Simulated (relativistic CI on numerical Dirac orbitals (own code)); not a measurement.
## Level scheme of Rh42+

Calculated at this level of theory: Dirac-Coulomb-Breit CI, separate exchange-only KLI orbitals for each configuration, model QED (radiative potential, 1s self-energy scaled to tabulated hydrogen-like ionisation energies), unscaled Slater integrals (own radial code, finite nucleus).

Configurations in the expansion (outside the closed core 1s2): 2s, 2p, 3s, 3p, 3d, 4s, 4p, 4d, 4f, 5s, 5p, 5d, 5f, 5g, 6s, 6p, 6d. Levels of other configurations are missing.

The lowest level is 2s 2S_1/2, with 100 % of that term; Hund's rules for 2s give 2S with J = 1/2, in agreement.

| No. | Configuration | Term | J | E (Ry) | % | Next component (%) | Landé g |
| --- | --- | --- | --- | --- | --- | --- | --- |
| 1 | 2s | 2S | 1/2 | 0.000 | 100 |  | 1.985 |
| 2 | 2p | 2P° | 1/2 | 6.920 | 100 |  | 0.649 |
| 3 | 2p | 2P° | 3/2 | 19.369 | 100 |  | 1.321 |
| 4 | 3s | 2S | 1/2 | 273.328 | 100 |  | 1.995 |
| 5 | 3p | 2P° | 1/2 | 275.244 | 100 |  | 0.658 |
| 6 | 3p | 2P° | 3/2 | 278.937 | 100 |  | 1.328 |
| 7 | 3d | 2D | 3/2 | 279.591 | 100 |  | 0.794 |
| 8 | 3d | 2D | 5/2 | 280.736 | 100 |  | 1.195 |
| 9 | 4s | 2S | 1/2 | 367.679 | 100 |  | 1.998 |
| 10 | 4p | 2P° | 1/2 | 368.466 | 100 |  | 0.662 |
| 11 | 4p | 2P° | 3/2 | 370.020 | 100 |  | 1.331 |
| 12 | 4d | 2D | 3/2 | 370.293 | 100 |  | 0.796 |
| 13 | 4d | 2D | 5/2 | 370.777 | 100 |  | 1.197 |
| 14 | 4f | 2F° | 5/2 | 370.791 | 100 |  | 0.854 |
| 15 | 4f | 2F° | 7/2 | 371.030 | 100 |  | 1.140 |
| 16 | 5s | 2S | 1/2 | 410.957 | 100 |  | 2.000 |
| 17 | 5p | 2P° | 1/2 | 411.354 | 100 |  | 0.663 |
| 18 | 5p | 2P° | 3/2 | 412.147 | 100 |  | 1.332 |
| 19 | 5d | 2D | 3/2 | 412.286 | 100 |  | 0.797 |
| 20 | 5d | 2D | 5/2 | 412.534 | 100 |  | 1.198 |
| 21 | 5f | 2F° | 5/2 | 412.542 | 100 |  | 0.855 |
| 22 | 5g | 2G | 7/2 | 412.665 | 100 |  | 0.887 |
| 23 | 5f | 2F° | 7/2 | 412.665 | 100 |  | 1.141 |
| 24 | 5g | 2G | 9/2 | 412.738 | 100 |  | 1.109 |
| 25 | 6s | 2S | 1/2 | 434.319 | 100 |  | 2.000 |
| 26 | 6p | 2P° | 1/2 | 434.546 | 100 |  | 0.664 |
| 27 | 6p | 2P° | 3/2 | 435.005 | 100 |  | 1.333 |
| 28 | 6d | 2D | 3/2 | 435.085 | 100 |  | 0.798 |
| 29 | 6d | 2D | 5/2 | 435.228 | 100 |  | 1.199 |

Energies count from the lowest computed level; ° marks odd parity.

The mean weight of the leading LS term, summed over parents, in these 29 levels is 100 %, and that of the leading jj configuration (from the same eigenvectors) 100 %.

At this charge energies of transitions that change n are usually good to better than 1 %, and those within a shell (Δn = 0) to a few per cent.
